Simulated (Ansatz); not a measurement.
## Ansatz (development build ahead of 0.2.0) run

```yaml
crystal:
  periodic: [false, false, false]
  atoms:
    - { symbol: Ti, position_ang: [0.00321, -0.00147, -0.00935] }
    - { symbol: Cl, position_ang: [1.23749, 1.24907, 1.24971] }
    - { symbol: Cl, position_ang: [1.23723, -1.23715, -1.24185] }
    - { symbol: Cl, position_ang: [-1.23756, 1.2396, -1.25019] }
    - { symbol: Cl, position_ang: [-1.24362, -1.25329, 1.24021] }
basis:
  gaussian: { orbitals: STO-3G }
hamiltonian:
  xc: hf
correlation:
  method: mp2
  frozen_orbitals: { Cl: 5, Ti: 5 }
```

The input is written out in the form of the current development build from the run's settings.

Results

| Quantity | Value |
| --- | --- |
| Converged | yes |
| Reference energy | -2658.55559 hartree |
| Correlation energy | -0.14073 hartree |
| Total energy | -2658.69632 hartree |
| Spin squared of the determinant | 0.000 |

Caution: no unrestricted run beside it, a lower state can exist; other spin multiplicities were not run.
